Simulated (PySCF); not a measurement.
PySCF input file for FH₃OSiZn, SMILES [F][Zn][O][SiH3], TDDFT-PBE/def2-SVPD. Coordinates come from a r2SCAN-D4/def2-SVP optimisation. The structure was generated by enumeration; whether it is a known compound was not checked. The values are those of a single conformer.

```python
import numpy as np
from pyscf import gto, scf, dft, tdscf

mol = gto.M(
    atom='''
    Zn   -0.07110288   -0.83934391   -0.00000000
    F     0.28714912   -2.52591341    0.00000000
    O    -0.52853734    0.84683285   -0.00000000
    Si    0.18254753    2.33435674    0.00000000
    H     1.04870825    2.53583739   -1.20744732
    H    -0.87603901    3.38620599    0.00000000
    H     1.04870826    2.53583740    1.20744731
    ''',
    basis='def2-SVPD',
    charge=0,
    spin=0,
    symmetry=True,
    max_memory=1600,
    verbose=4,
)
mf = dft.RKS(mol, xc='pbe').density_fit(auxbasis='def2-universal-jkfit')
mf.grids.level = 3
mf.conv_tol = 1e-9
mf.max_cycle = 100
mf.kernel()
mf.grids = dft.Grids(mol).set(level=1).build(with_non0tab=True)  # coarser grid for the response kernel
td = tdscf.TDDFT(mf)
td.singlet = True
td.nstates = 10
td.conv_tol = 1e-4
td.positive_eig_threshold = 1e-6
td.kernel(x0=td.get_init_guess(mf, 15))
td.analyze()
tt = tdscf.TDA(mf)
tt.singlet = False
tt.nstates = 4
tt.conv_tol = 1e-4
tt.positive_eig_threshold = 1e-6
tt.kernel(x0=tt.get_init_guess(mf, 9))
tt.analyze(verbose=3)
```

Output:

```
PySCF version 2.14.0

[INPUT] verbose = 4
[INPUT] num. atoms = 7
[INPUT] num. electrons = 64
[INPUT] charge = 0
[INPUT] spin (= nelec alpha-beta = 2S) = 0
[INPUT] symmetry True subgroup None
[INPUT] Mole.unit = angstrom
[INPUT] Symbol           X                Y                Z      unit          X                Y                Z       unit  Magmom
[INPUT]  1 Zn    -0.071102880000  -0.839343910000   0.000000000000 AA   -0.134364969868  -1.586130114222   0.000000000000 Bohr   0.0
[INPUT]  2 F      0.287149120000  -2.525913410000   0.000000000000 AA    0.542633193710  -4.773284559266   0.000000000000 Bohr   0.0
[INPUT]  3 O     -0.528537340000   0.846832850000   0.000000000000 AA   -0.998790819206   1.600282159785   0.000000000000 Bohr   0.0
[INPUT]  4 Si     0.182547530000   2.334356740000   0.000000000000 AA    0.344964836416   4.411294915633   0.000000000000 Bohr   0.0
[INPUT]  5 H      1.048708250000   2.535837390000  -1.207447320000 AA    1.981771377072   4.792038163532  -2.281744744640 Bohr   0.0
[INPUT]  6 H     -0.876039010000   3.386205990000   0.000000000000 AA   -1.655473803335   6.399001922462   0.000000000000 Bohr   0.0
[INPUT]  7 H      1.048708260000   2.535837400000   1.207447310000 AA    1.981771395969   4.792038182429   2.281744725743 Bohr   0.0

nuclear repulsion = 321.154966670367
point group symmetry = Cs
symmetry origin: [-3.54323645e-09 -1.47634849e-09 -2.95269711e-10]
symmetry axis x: [1.00000000e+00 1.01429366e-10 4.35346435e-10]
symmetry axis y: [ 1.01429366e-10 -1.00000000e+00  7.29906415e-11]
symmetry axis z: [-4.35346435e-10  7.29905991e-11  1.00000000e+00]
num. orbitals of irrep A' = 86
num. orbitals of irrep A" = 42
number of shells = 52
number of NR pGTOs = 214
number of NR cGTOs = 128
basis = def2-SVPD
ecp = {}


******** <class 'pyscf.df.df_jk.DFSymAdaptedRKS'> ********
method = DFSymAdaptedRKS
initial guess = minao
damping factor = 0
level_shift factor = 0
DIIS = <class 'pyscf.scf.diis.CDIIS'>
diis_start_cycle = 1
diis_space = 8
diis_damp = 0
SCF conv_tol = 1e-09
SCF conv_tol_grad = None
SCF max_cycles = 100
direct_scf = False
XC library pyscf.dft.libxc version 7.1.2
    S. Lehtola, C. Steigemann, M. J. T. Oliveira, and M. A. L. Marques,  SoftwareX 7, 1–5 (2018)
XC functionals = pbe
    J. P. Perdew, K. Burke, and M. Ernzerhof,  Phys. Rev. Lett. 77, 3865 (1996)
    J. P. Perdew, K. Burke, and M. Ernzerhof,  Phys. Rev. Lett. 78, 1396 (1997)
    J. P. Perdew, K. Burke, and M. Ernzerhof,  Phys. Rev. Lett. 77, 3865 (1996)
    J. P. Perdew, K. Burke, and M. Ernzerhof,  Phys. Rev. Lett. 78, 1396 (1997)
radial grids:
    Treutler-Ahlrichs [JCP 102, 346 (1995); DOI:10.1063/1.469408] (M4) radial grids

becke partition: Becke, JCP 88, 2547 (1988); DOI:10.1063/1.454033
pruning grids: <function nwchem_prune>
grids dens level: 3
symmetrized grids: True
atomic radii adjust function: <function treutler_atomic_radii_adjust>
small_rho_cutoff = 0
Freeze 0 electrons in irreps []
    64 free electrons in irreps A' A"
Set gradient conv threshold to 3.16228e-05
Initial guess from minao.
tot grids = 97592
init E= -2244.44225923081
HOMO (A') = -0.294164393239965  LUMO (A') = -0.099516365901267  gap/eV = 5.29664
cycle= 1 E= -2244.44921809767  delta_E= -0.00696  |g|= 1.41  |ddm|= 3.15
HOMO (A") = -0.106137727149918  LUMO (A') = -0.0565044206086851  gap/eV = 1.35059
cycle= 2 E= -2241.73632149665  delta_E= 2.71  |g|= 3.76  |ddm|= 4.97
HOMO (A") = -0.296346412110148  LUMO (A') = -0.116122300693516  gap/eV = 4.90415
cycle= 3 E= -2244.71275071054  delta_E= -2.98  |g|= 0.586  |ddm|= 4.34
HOMO (A") = -0.252114662220332  LUMO (A') = -0.0876692519117235  gap/eV = 4.47479
cycle= 4 E= -2244.76284545748  delta_E= -0.0501  |g|= 0.314  |ddm|= 0.771
HOMO (A") = -0.264031777426101  LUMO (A') = -0.0952812458254471  gap/eV = 4.59194
cycle= 5 E= -2244.77524464356  delta_E= -0.0124  |g|= 0.127  |ddm|= 0.249
HOMO (A") = -0.261040335598701  LUMO (A') = -0.0968648806732171  gap/eV = 4.46744
cycle= 6 E= -2244.77786120999  delta_E= -0.00262  |g|= 0.0363  |ddm|= 0.107
HOMO (A") = -0.263076869020673  LUMO (A') = -0.0965181782963036  gap/eV = 4.53229
cycle= 7 E= -2244.77816363096  delta_E= -0.000302  |g|= 0.00809  |ddm|= 0.0417
HOMO (A") = -0.263244280832772  LUMO (A') = -0.0966532567367189  gap/eV = 4.53317
cycle= 8 E= -2244.77817689132  delta_E= -1.33e-05  |g|= 0.00163  |ddm|= 0.00835
HOMO (A") = -0.26341204831995  LUMO (A') = -0.0966874109713052  gap/eV = 4.53681
cycle= 9 E= -2244.77817745694  delta_E= -5.66e-07  |g|= 0.000316  |ddm|= 0.00185
HOMO (A") = -0.263418535647912  LUMO (A') = -0.0966994293341266  gap/eV = 4.53666
cycle= 10 E= -2244.77817747694  delta_E= -2e-08  |g|= 7.43e-05  |ddm|= 0.000388
HOMO (A") = -0.263424127191101  LUMO (A') = -0.0966980681182008  gap/eV = 4.53685
cycle= 11 E= -2244.77817747845  delta_E= -1.5e-09  |g|= 1.11e-05  |ddm|= 0.000133
HOMO (A") = -0.263423100523681  LUMO (A') = -0.0966967945188326  gap/eV = 4.53685
cycle= 12 E= -2244.7781774785  delta_E= -5.41e-11  |g|= 1.64e-06  |ddm|= 2.46e-05
HOMO (A") = -0.263423394278548  LUMO (A') = -0.0966971212488383  gap/eV = 4.53685
Extra cycle  E= -2244.7781774785  delta_E= 1.36e-12  |g|= 2.69e-06  |ddm|= 5.53e-06
converged SCF energy = -2244.7781774785
tot grids = 31752
Overwritten attributes  positive_eig_threshold  of <class 'pyscf.tdscf.rks.CasidaTDDFT'>


******** <class 'pyscf.tdscf.rks.CasidaTDDFT'> for <class 'pyscf.df.df_jk.DFSymAdaptedRKS'> ********
nstates = 10 singlet
deg_eia_thresh = 1.000e-03
wfnsym = None
conv_tol = 0.0001
eigh lindep = 1e-12
eigh level_shift = 0
eigh max_cycle = 100


Excitation energies (eV)
[4.63401297 4.90048218 6.16255633 6.16766804 6.34969023 6.50700773
 6.65917104 6.68920527 6.71878749 6.83993737]

** Singlet excitation energies and oscillator strengths **
Excited State   1:   A"      4.63401 eV    267.55 nm  f=0.0037
      32 -> 33        0.70631
Excited State   2:   A'      4.90048 eV    253.00 nm  f=0.0174
      31 -> 33        0.70299
Excited State   3:   A'      6.16256 eV    201.19 nm  f=0.0030
      30 -> 33       -0.70561
Excited State   4:   A"      6.16767 eV    201.02 nm  f=0.0026
      29 -> 33        0.70462
Excited State   5:   A"      6.34969 eV    195.26 nm  f=0.0022
      32 -> 34       -0.70647
Excited State   6:   A'      6.50701 eV    190.54 nm  f=0.0150
      31 -> 34       -0.33482
      32 -> 35        0.61897
Excited State   7:   A"      6.65917 eV    186.19 nm  f=0.0016
      28 -> 33       -0.23903
      31 -> 35        0.66468
Excited State   8:   A'      6.68921 eV    185.35 nm  f=0.0251
      27 -> 33        0.35870
      31 -> 34       -0.53472
      32 -> 35       -0.27086
Excited State   9:   A"      6.71879 eV    184.53 nm  f=0.0258
      28 -> 33        0.66098
      31 -> 35        0.23912
Excited State  10:   A'      6.83994 eV    181.27 nm  f=0.0134
      27 -> 33        0.60230
      31 -> 34        0.29904
      32 -> 35        0.16572

** Transition electric dipole moments (AU) **
state          X           Y           Z        Dip. S.      Osc.
  1         0.0000      0.0000      0.1802      0.0325      0.0037
  2         0.1883     -0.3315      0.0000      0.1453      0.0174
  3         0.1210     -0.0734      0.0000      0.0200      0.0030
  4        -0.0000     -0.0000     -0.1313      0.0173      0.0026
  5         0.0000      0.0000      0.1199      0.0144      0.0022
  6        -0.0969     -0.2915      0.0000      0.0943      0.0150
  7         0.0000      0.0000     -0.1003      0.0101      0.0016
  8         0.3310      0.2094     -0.0000      0.1534      0.0251
  9        -0.0000     -0.0000      0.3956      0.1565      0.0258
 10         0.2833      0.0035      0.0000      0.0803      0.0134

** Transition velocity dipole moments (imaginary part, AU) **
state          X           Y           Z        Dip. S.      Osc.
  1        -0.0000      0.0000      0.0303      0.0009      0.0036
  2         0.0344     -0.0596     -0.0000      0.0047      0.0175
  3         0.0273     -0.0176     -0.0000      0.0011      0.0031
  4         0.0000      0.0000     -0.0310      0.0010      0.0028
  5        -0.0000     -0.0000      0.0338      0.0011      0.0033
  6        -0.0245     -0.0727     -0.0000      0.0059      0.0164
  7         0.0000      0.0000     -0.0262      0.0007      0.0019
  8         0.0891      0.0534     -0.0000      0.0108      0.0292
  9        -0.0000     -0.0000      0.0992      0.0098      0.0265
 10         0.0699      0.0014      0.0000      0.0049      0.0130

** Transition magnetic dipole moments (imaginary part, AU) **
state          X           Y           Z
  1         0.3154     -0.1547     -0.0000
  2        -0.0000     -0.0000     -0.4623
  3         0.0000     -0.0000     -0.6638
  4        -0.5849      0.0318      0.0000
  5        -0.3841     -0.1042      0.0000
  6        -0.0000     -0.0000     -0.1264
  7         0.3284      0.0288     -0.0000
  8         0.0000      0.0000      0.8417
  9         0.0055      0.0800      0.0000
 10        -0.0000     -0.0000     -0.3500
Overwritten attributes  positive_eig_threshold  of <class 'pyscf.tdscf.rks.TDA'>


******** <class 'pyscf.tdscf.rks.TDA'> for <class 'pyscf.df.df_jk.DFSymAdaptedRKS'> ********
nstates = 4 triplet
deg_eia_thresh = 1.000e-03
wfnsym = None
conv_tol = 0.0001
eigh lindep = 1e-12
eigh level_shift = 0
eigh max_cycle = 100


Excitation energies (eV)
[4.40822012 4.60076392 5.88822845 5.91083599]

** Triplet excitation energies and oscillator strengths **
Excited State   1:   A"      4.40822 eV    281.26 nm  f=0.0000
Excited State   2:   A'      4.60076 eV    269.49 nm  f=0.0000
Excited State   3:   A'      5.88823 eV    210.56 nm  f=0.0000
Excited State   4:   A"      5.91084 eV    209.76 nm  f=0.0000
```

The calculation finished and met its thresholds.
